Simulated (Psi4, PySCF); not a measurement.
C₃H₈Cl₂GaN (SMILES CC(C)[NH][Ga]([Cl])[Cl]), singlet, at a GFN2-xTB geometry (such geometries of metal compounds can be far from the true shape), atoms displaced at random by about 0.03 Å a coordinate. Base run: PBE0/STO-3G, gradient in PySCF.

PySCF was given this input:
```python
from pyscf import gto, scf, dft

mol = gto.M(
    atom='''
Ga    0.298906    0.207663    0.473370
Cl   -0.593080   -1.204785    1.767825
Cl    1.305318    1.744071    1.380154
N     0.482239    0.172505   -1.307285
C    -0.376271   -0.510714   -2.264343
C    -0.728456   -1.919786   -1.856757
C    -1.572250    0.262600   -2.679831
H     0.723250    1.055882   -1.655631
H     0.254008   -0.682589   -3.244010
H    -1.198316   -2.460194   -2.540552
H     0.170669   -2.416205   -1.486261
H    -1.467157   -1.799352   -0.966490
H    -2.174863   -0.292799   -3.439052
H    -2.186533    0.428963   -1.798893
H    -1.380437    1.189428   -3.128554
''',
    basis='sto-3g',
    charge=0,
    spin=0,
    verbose=4,
)

mf = dft.RKS(mol)
mf.xc = 'pbe0'
mf.kernel()
g = mf.nuc_grad_method()
grad = g.kernel()
```

Programs used: Psi4, PySCF; a row that names a program was run with it.

The coordinate followed is z of atom 12.

Variants of this job, named by their change:

```csv
change,dE/dx (Eh/bohr),net force (Eh/bohr)
base,0.029313,0.000070
grids.level = 0; grid_response = off,0.029562,0.007653
grid_response = on,0.029356,0.000000
finite difference step (bohr) = 1e-4; conv_tol = 1e-11,0.029356,-
grids.level = 1; grid_response = on,0.029341,0.000000
code = psi4,0.029316,0.000337
finite difference step (bohr) = 0.05; conv_tol = 1e-11,0.029223,-
finite difference step (bohr) = 1e-5; conv_tol = 1e-11,0.029357,-
conv_tol = 1e-6,0.029311,0.000070
finite difference step (bohr) = 0.2; conv_tol = 1e-11,___,-
grids.level = 5; grid_response = off,0.029317,0.000035
finite difference step (bohr) = 0.01; conv_tol = 1e-11,0.029350,-
```

Question: What belongs in the gaps?

Answer: 
- finite difference step (bohr) = 0.2; conv_tol = 1e-11, dE/dx (Eh/bohr): 0.027250

The net force is zero for an exact gradient.
